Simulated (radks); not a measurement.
Ne3+, 7 electrons, occupied as [He] 2s2 2p3. Calculated with a radial shooting solver on a logarithmic mesh with Libxc functionals: scalar-relativistic Kohn-Sham, LDA (Slater exchange, Perdew-Wang correlation), spin-unpolarised, spherical densities, point nucleus. Some entries of the table are withheld. Estimate them.

orbital  occ.  eigenvalue (eV)  <1/r> (bohr^-1)  <r> (bohr)
1s          2        -909.3918              (1)      0.1585
2s          2        -102.8464              (2)         (3)
2p          3              (4)            1.735      0.7540

Answer. 
(1) 1s <1/r> (bohr^-1): 9.591
(2) 2s <1/r> (bohr^-1): 1.828
(3) 2s <r> (bohr): 0.7987
(4) 2p eigenvalue (eV): -80.6340
